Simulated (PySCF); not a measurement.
Ionisation energy of Hg by level of theory

Hg [Xe] 4f14 5d10 6s2 (1S) → Hg⁺ [Xe] 4f14 5d10 6s1 (2S), as a difference of total energies. Computed with PySCF 2.14 in def2-TZVPPD with the def2 core potential (60 electrons), with a scalar-relativistic core potential. Correlated levels: valence and next inner shell: nothing frozen outside the core potential. The calculations carry no spin-orbit coupling.

```
                                method  ionisation energy (eV)
                                   UHF                   8.500
    MP2 (valence and next inner shell)                  10.448
SCS-MP2 (valence and next inner shell)                  10.332
   CCSD (valence and next inner shell)                  10.091
CCSD(T) (valence and next inner shell)                  10.232
```

**Question.** How much does correlation contribute at CCSD(T) (valence and next inner shell)?

**Answer.** 10.232 − (8.500) = 1.732 eV, measured against UHF.

Errors of the correlated levels include the incompleteness of this basis.

For comparison: 10.438 eV (measured; NIST Atomic Spectra Database, ionization energies).
